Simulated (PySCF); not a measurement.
## Sn: excitation energy

Sn [Kr] 4d10 5s2 5p2 (3P) → Sn [Kr] 4d10 5s1 5p3 (5S), as a difference of total energies. All numbers are calculated (PySCF 2.14, a scalar-relativistic core potential, in aug-cc-pVTZ-PP with one added diffuse shell each of d, f type with ECP28MDF (6s5p5d3f, 67 functions)). Correlated levels: valence: 4s2 4p6 4d10 frozen. The calculations carry no spin-orbit coupling.

```csv
method,excitation energy (cm⁻¹)
UHF,23898
LDA,43773
PBE,41733
PBE0,38420
r2SCAN,36697
CAM-B3LYP,41647
wB97X,45074
BHandHLYP,39389
MN15,41881
MP2 (valence),30023
SCS-MP2 (valence),32792
```

Errors of the correlated levels include the incompleteness of this basis and the frozen core.

Problem. Which method comes closest to the reference value, and which is furthest?

Solution. The reference is 37157 cm⁻¹ (measured; NIST levels, between the centres of gravity of the two terms). Closest: r2SCAN (error -459.96 cm⁻¹); furthest: UHF (error -13259 cm⁻¹).
